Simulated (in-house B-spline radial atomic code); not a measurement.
Ionisation energies along the 14-electron series, configuration [Ne] 3s2 3p2, as differences of self-consistent energies. Dirac energy differences include first-order Breit, QED and recoil terms. NIST's values go from ground level to ground level; the uncertainty of those that are theory runs from under 0.1 % in few-electron ions to several per cent in heavy many-electron ones. Computed with a B-spline radial code for spherical atoms: Dirac-Hartree-Fock, average of the configuration, finite nuclei.

```json
{"ion": "Rb23+", "configuration after": "[Ne] 3s2 3p1", "ionisation energy (eV)": "1069.3", "IE/(q+1)² (eV)": "1.8564", "Breit and QED recoil part (eV)": "-0.55343", "tabulated value (eV)": "1080", "tabulated kind": "semi-empirical", "computed minus tabulated (eV)": "-10.7"}
{"ion": "Sr24+", "configuration after": "[Ne] 3s2 3p1", "ionisation energy (eV)": "1152.9", "IE/(q+1)² (eV)": "1.8446", "Breit and QED recoil part (eV)": "-0.617", "tabulated value (eV)": "1165", "tabulated kind": "semi-empirical", "computed minus tabulated (eV)": "-12.1"}
{"ion": "Zr26+", "configuration after": "[Ne] 3s2 3p1", "ionisation energy (eV)": "?", "IE/(q+1)² (eV)": "?", "Breit and QED recoil part (eV)": "?", "tabulated value (eV)": "?", "tabulated kind": "semi-empirical", "computed minus tabulated (eV)": "?"}
{"ion": "Nb27+", "configuration after": "[Ne] 3s2 3p1", "ionisation energy (eV)": "1422.4", "IE/(q+1)² (eV)": "1.8143", "Breit and QED recoil part (eV)": "-0.83699", "tabulated value (eV)": "1439", "tabulated kind": "semi-empirical", "computed minus tabulated (eV)": "-16.6"}
{"ion": "Mo28+", "configuration after": "[Ne] 3s2 3p1", "ionisation energy (eV)": "1518.6", "IE/(q+1)² (eV)": "1.8057", "Breit and QED recoil part (eV)": "-0.92054", "tabulated value (eV)": "1537", "tabulated kind": "semi-empirical", "computed minus tabulated (eV)": "-18.4"}
{"ion": "Tc29+", "configuration after": "[Ne] 3s2 3p1", "ionisation energy (eV)": "1618.0", "IE/(q+1)² (eV)": "1.7978", "Breit and QED recoil part (eV)": "-1.0098", "tabulated value (eV)": "1638", "tabulated kind": "semi-empirical", "computed minus tabulated (eV)": "-20.0"}
{"ion": "Ru30+", "configuration after": "[Ne] 3s2 3p1", "ionisation energy (eV)": "1720.6", "IE/(q+1)² (eV)": "1.7904", "Breit and QED recoil part (eV)": "-1.1045", "tabulated value (eV)": "1743", "tabulated kind": "semi-empirical", "computed minus tabulated (eV)": "-22.4"}
{"ion": "Rh31+", "configuration after": "[Ne] 3s2 3p1", "ionisation energy (eV)": "1826.3", "IE/(q+1)² (eV)": "1.7835", "Breit and QED recoil part (eV)": "-1.2053", "tabulated value (eV)": "1851", "tabulated kind": "semi-empirical", "computed minus tabulated (eV)": "-24.7"}
{"ion": "Pd32+", "configuration after": "[Ne] 3s2 3p1", "ionisation energy (eV)": "?", "IE/(q+1)² (eV)": "?", "Breit and QED recoil part (eV)": "?", "tabulated value (eV)": "?", "tabulated kind": "semi-empirical", "computed minus tabulated (eV)": "?"}
{"ion": "Ag33+", "configuration after": "[Ne] 3s2 3p1", "ionisation energy (eV)": "?", "IE/(q+1)² (eV)": "?", "Breit and QED recoil part (eV)": "?", "tabulated value (eV)": "?", "tabulated kind": "semi-empirical", "computed minus tabulated (eV)": "?"}
{"ion": "Cd34+", "configuration after": "[Ne] 3s2 3p1", "ionisation energy (eV)": "2163.0", "IE/(q+1)² (eV)": "1.7657", "Breit and QED recoil part (eV)": "-1.5447", "tabulated value (eV)": "2195", "tabulated kind": "semi-empirical", "computed minus tabulated (eV)": "-32.0"}
{"ion": "In35+", "configuration after": "[Ne] 3s2 3p1", "ionisation energy (eV)": "2281.7", "IE/(q+1)² (eV)": "1.7606", "Breit and QED recoil part (eV)": "-1.671", "tabulated value (eV)": "2317", "tabulated kind": "semi-empirical", "computed minus tabulated (eV)": "-35.3"}
{"ion": "Sn36+", "configuration after": "[Ne] 3s2 3p1", "ionisation energy (eV)": "2403.7", "IE/(q+1)² (eV)": "1.7558", "Breit and QED recoil part (eV)": "-1.8042", "tabulated value (eV)": "2443", "tabulated kind": "semi-empirical", "computed minus tabulated (eV)": "-39.3"}
{"ion": "Sb37+", "configuration after": "[Ne] 3s2 3p1", "ionisation energy (eV)": "2528.9", "IE/(q+1)² (eV)": "1.7513", "Breit and QED recoil part (eV)": "-1.9447", "tabulated value (eV)": "2567", "tabulated kind": "tabulated theory", "computed minus tabulated (eV)": "-38.1"}
```

Task: Fill in the row of Zr26+.

Result: ionisation energy (eV): 1329.4; IE/(q+1)² (eV): 1.8236; Breit and QED recoil part (eV): -0.75866; tabulated value (eV): 1344; computed minus tabulated (eV): -14.6.

Task: Fill in the row of Pd32+.

Result: ionisation energy (eV): 1935.3; IE/(q+1)² (eV): 1.7772; Breit and QED recoil part (eV): -1.3121; tabulated value (eV): 1962; computed minus tabulated (eV): -26.7.

Task: Fill in the row of Ag33+.

Result: ionisation energy (eV): 2047.5; IE/(q+1)² (eV): 1.7712; Breit and QED recoil part (eV): -1.4252; tabulated value (eV): 2077; computed minus tabulated (eV): -29.5.

Where a p, d or f electron is removed, the computed value is a mean over both j, so it misses the tabulated one by a part of the spin-orbit splitting; averaging over terms and missing correlation add to the gap, relatively most at low charge.
